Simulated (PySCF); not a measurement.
C₂H₂F₃, SMILES FC[C](F)F (connectivity only; charge and spin as stated), charge +1, multiplicity 1. Atoms are numbered in the order given.

```xyz
7

F     -0.1930     1.7978     0.0000
C      0.7011     0.8079     0.0000
C      0.0068    -0.5066     0.0000
F     -1.2288    -0.6050     0.0000
F      0.6470    -1.5753     0.0000
H      1.3628     0.8172     0.8946
H      1.3628     0.8172    -0.8946
```
Charge +1, spin multiplicity 1.

Geometry: ωB97X-D3(BJ)/def2-SVP. The spin state was assumed, not searched. The isomer is the one that the SMILES or the coordinates give; other isomers of the formula were not compared. The values are those of a single conformer.

Calculation: PBE/pcSseg-1 in PySCF.

GIAO shieldings, no solvent; atoms listed in one row are averaged. δ = σ(ref) − σ: ¹⁹F against CFCl3 (σ = 133.6 ppm); ¹³C against TMS (σ = 182.0 ppm); ¹H against TMS (σ = 31.49 ppm), references at their B3LYP-D3(BJ)/def2-TZVP geometries, non-relativistic.

Computed chemical shifts:
```tsv
nucleus	atoms	count	δ (ppm)
¹⁹F	F4	1	121.6
¹⁹F	F5	1	89.4
¹⁹F	F1	1	-267.4
¹³C	C3	1	220.4
¹³C	C2	1	88.8
¹H	H6, H7	2	7.21
```
